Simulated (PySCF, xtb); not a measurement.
C3H4O, SMILES C1(CC1)=O.

Harmonic wavenumbers (cm⁻¹) from GFN2-xTB in xtb 6.7.1 at its own minimum, in rising order: 358, 495, 689, 738, 816, 942, 1013, 1035, 1046, 1118, 1174, 1390, 1410, 2006, 3082, 3085, 3086, 3101.

### Question
What does PBE-D3(BJ)/def2-SVP in PySCF 2.14.0 give at its own minimum? (The exact figures need the calculation; the answer reports its results.)

### Answer
299, 493, 571, 679, 728, 922, 971, 1025, 1046, 1051, 1117, 1328, 1350, 1921, 3042, 3043, 3130, 3140. Paired by order, the mean absolute difference is 50 cm⁻¹ and the zero-point energies are 38.0 and 37.0 kcal/mol.
